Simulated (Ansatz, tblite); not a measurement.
Removing and adding an electron: LiSn₂. Total charge 0; doublet. Geometry: PBE-D4/def2-TZVP. Ansatz, gas phase; energy differences of separate SCF runs; the oxidised species is a triplet (the singlet lies 0.71 eV higher at PBE0-D4/def2-TZVP); the reduced species is a singlet (the triplet lies 0.91 eV higher at PBE0-D4/def2-TZVPD).

Cartesian coordinates in Å:
```
Li 1.347 0.245 -0.956
Sn -1.441 -0.021 -0.577
Sn 0.094 -0.224 1.533
```

In the def2 sets Sn takes a core potential; there is no spin–orbit coupling. The xTB rows come from tblite. HOMO above LUMO, or a gap near zero within one spin, warns that the state may not be the lowest or that an electron is smeared out. The structure comes from a short search, and lower isomers may exist.

```json
{"level": "PBE-D4/def2-TZVPD", "−HOMO (eV)": "3.95", "vertical IE (eV)": "–", "−LUMO (eV)": "3.81", "vertical EA (eV)": "1.72", "HOMO–LUMO gap (eV)": "0.14", "IE − EA (eV)": "–", "remarks": "HOMO above zero (-1 singlet), gap within one spin near zero (doublet), restricted SCF unstable in HF (-1 singlet)"}
{"level": "r2SCAN-D4/def2-TZVP", "−HOMO (eV)": "4.10", "vertical IE (eV)": "6.26", "−LUMO (eV)": "3.53", "vertical EA (eV)": "–", "HOMO–LUMO gap (eV)": "0.57", "IE − EA (eV)": "–", "remarks": "–"}
{"level": "r2SCAN-D4/def2-TZVPD", "−HOMO (eV)": "4.10", "vertical IE (eV)": "–", "−LUMO (eV)": "3.54", "vertical EA (eV)": "1.66", "HOMO–LUMO gap (eV)": "0.56", "IE − EA (eV)": "–", "remarks": "HOMO above zero (-1 singlet), restricted SCF unstable in HF (-1 singlet)"}
{"level": "PBE0-D4/def2-TZVPD", "−HOMO (eV)": "4.62", "vertical IE (eV)": "–", "−LUMO (eV)": "3.06", "vertical EA (eV)": "1.69", "HOMO–LUMO gap (eV)": "1.57", "IE − EA (eV)": "–", "remarks": "restricted SCF unstable in HF (-1 singlet)"}
```

(1) Estimate the rows for GFN1-xTB, GFN2-xTB, PBE-D4/def2-TZVP, PBE0-D4/def2-TZVP.

Answers

(1) 
```
            level  −HOMO (eV)  vertical IE (eV)  −LUMO (eV)  vertical EA (eV)  HOMO–LUMO gap (eV)  IE − EA (eV)                                  remarks
         GFN1-xTB           –             11.99           –              6.12                   –          5.87                                        –
         GFN2-xTB           –             10.73           –              4.55                   –          6.18                                        –
 PBE-D4/def2-TZVP        3.94              6.29        3.80                 –                0.14             –  gap within one spin near zero (doublet)
PBE0-D4/def2-TZVP        4.62              6.25        3.05                 –                1.57             –                                        –
```

Run but left out: HF/def2-TZVPD, MP2/def2-TZVPD, CCSD/def2-TZVPD, CCSD(T)/def2-TZVPD (flagged by the program: large difference).   A HOMO above zero means that the electron is unbound at that level or that self-interaction error raises the level; the energy of removing that electron tells which. HOMO and LUMO are the levels of the spin that leaves or enters (xTB has no such levels and no spin-polarisation term). Other spin states of the ions may lie lower, which would lower the ionisation energy or raise the affinity. Raw xTB energy differences between charge states are shifted by several eV; the methods need an empirical correction for them.
